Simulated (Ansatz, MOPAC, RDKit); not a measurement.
Two conformers of C2H6OSi (SMILES C=C[SiH2]O), B3LYP-D3(BJ)/def2-TZVP minima.
Conformer 1 (charge 0, multiplicity 1):
```xyz
10

C      1.635     0.065     0.613
C      0.741     0.308    -0.346
Si    -0.937    -0.492    -0.382
O     -2.163     0.619    -0.333
H      1.421    -0.618     1.429
H      2.616     0.527     0.627
H      1.016     1.002    -1.137
H     -1.160    -1.225    -1.645
H     -0.995    -1.424     0.774
H     -2.174     1.239     0.400
```
Conformer 2 (charge 0, multiplicity 1, Z-matrix in Å and degrees):
```
C
C 1 1.3319
H 2 1.0851 1 122.42
H 2 1.0852 3 115.90 1 179.94
H 1 1.0877 2 118.27 3 0.30
Si 1 1.8523 5 119.03 2 179.03
O 6 1.6554 1 107.86 5 58.55
H 7 0.9599 6 118.26 1 -161.18
H 6 1.4846 7 111.82 8 79.77
H 6 1.4867 9 108.44 7 120.43
```

No zero-point or thermal terms.

The state reached by PM3 isn't checked.

Run with Ansatz (a program for electronic structure); MOPAC for PM3 (differences of heats of formation); RDKit for the force fields. Values without a source in brackets are computed.

Q: One of these levels gives 1.46 kcal/mol for the electronic energy of conformer 2 less that of conformer 1. Which one is it?
A. PM3
B. MMFF94
C. SVWN5/def2-TZVPP

A: A, PM3. The others give 0.82 (MMFF94), 0.51 (SVWN5/def2-TZVPP)
